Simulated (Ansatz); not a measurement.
Total energies of `[AlH2][NH][Ga]([Cl])[GaH2]`.

```xyz
10

Al   -1.378   -0.637    0.703
N    -0.540   -1.321   -0.678
Ga    0.958   -0.289   -1.140
Cl    2.042   -1.071   -2.834
Ga    0.935    1.538    0.506
H    -2.664   -1.091    1.485
H    -0.644    0.731    1.243
H    -0.790   -2.155   -1.190
H     1.818    1.398    1.795
H     0.264    2.898    0.108
```

The species carries charge 0 and has multiplicity 1. Correlated methods include outer-core shells of Ga, which these sets cover unevenly. Scalar relativity is left out up to krypton. Geometry: relaxed with PBE0-D4/def2-TZVP. It is one conformer, not always the lowest. Basis def2-TZVPP, Ansatz.

RPA on PBE orbitals: Hartree–Fock energy of these orbitals -4605.32828 Eh, correlation -1.52889 Eh (frozen core).

```json
{"functional": "LDA (SPW92)", "energy without D4 (Eh)": "-4601.18423", "D4 term (kJ/mol)": "–"}
{"functional": "PBE", "energy without D4 (Eh)": "-4609.26722", "D4 term (kJ/mol)": "-30.8"}
{"functional": "revPBE", "energy without D4 (Eh)": "-4609.80852", "D4 term (kJ/mol)": "-71.0"}
{"functional": "BLYP", "energy without D4 (Eh)": "-4610.36419", "D4 term (kJ/mol)": "-63.9"}
{"functional": "r2SCAN", "energy without D4 (Eh)": "-4610.14609", "D4 term (kJ/mol)": "-7.1"}
{"functional": "B97M-V", "energy without D4 (Eh)": "-4609.33810", "D4 term (kJ/mol)": "–"}
{"functional": "PBE0", "energy without D4 (Eh)": "-4609.41169", "D4 term (kJ/mol)": "-26.6"}
{"functional": "B3LYP", "energy without D4 (Eh)": "-4610.39335", "D4 term (kJ/mol)": "-50.4"}
{"functional": "r2SCANh", "energy without D4 (Eh)": "-4610.11741", "D4 term (kJ/mol)": "-7.9"}
{"functional": "r2SCAN0", "energy without D4 (Eh)": "-4610.07678", "D4 term (kJ/mol)": "-8.9"}
{"functional": "HSE06 (plane-wave form)", "energy without D4 (Eh)": "-4609.39371", "D4 term (kJ/mol)": "-25.5"}
{"functional": "BHLYP", "energy without D4 (Eh)": "-4610.16683", "D4 term (kJ/mol)": "-48.4"}
{"functional": "CAM-B3LYP", "energy without D4 (Eh)": "-4610.48090", "D4 term (kJ/mol)": "-28.1"}
{"functional": "LC-ωPBE", "energy without D4 (Eh)": "-4609.50516", "D4 term (kJ/mol)": "–"}
{"functional": "ωB97X-V", "energy without D4 (Eh)": "-4609.77159", "D4 term (kJ/mol)": "–"}
{"functional": "ωB97M-V", "energy without D4 (Eh)": "-4609.97631", "D4 term (kJ/mol)": "–"}
{"functional": "B2PLYP", "energy without D4 (Eh)": "-4609.23112", "D4 term (kJ/mol)": "–"}
{"functional": "PBE-QIDH", "energy without D4 (Eh)": "-4608.56200", "D4 term (kJ/mol)": "–"}
```

B3LYP takes the VWN-RPA correlation (the form of Gaussian; ORCA's B3LYP/G). HSE06 is the plane-wave form, built on full-range PBE exchange. The double hybrids freeze the cores in their second-order part.

LC-ωPBE has ω = 0.4 bohr⁻¹.
